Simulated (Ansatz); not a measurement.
Mulliken charges of `CO[SiH](O)Cl` from PBE/def2-TZVPP in Ansatz (PBE0-D4/def2-TZVP geometry).

```csv
atom,x (Å),y (Å),z (Å),charge (e)
C1,-0.712,-1.479,0.014,-0.148
O2,0.173,-0.622,0.708,-0.286
Si3,0.752,0.771,0.127,0.579
O4,-0.514,1.684,-0.346,-0.331
Cl5,1.789,1.664,1.642,-0.220
H6,-0.923,-2.333,0.659,0.111
H7,-1.650,-0.970,-0.221,0.111
H8,-0.263,-1.846,-0.915,0.095
H9,1.698,0.564,-0.990,-0.101
H10,-0.350,2.568,-0.678,0.189
```

Question: By hand: the dipole of these point charges (1 e Å = 4.8032 D).

Answer: Σ q r = (-0.280, -0.194, -0.444) e Å, of length 0.560 e Å = 2.69 D.

Question: How does the dipole of the full density compare? (An estimate is asked.)

Answer: The calculation gave: (-0.172, 0.009, -0.401) e Å, 2.10 D; the point charges give 1.28 times that, at 23° from its direction.

Point charges leave out the atoms' own dipoles, such as those of lone pairs, and Mulliken's split depends on the basis, so the two needn't agree.
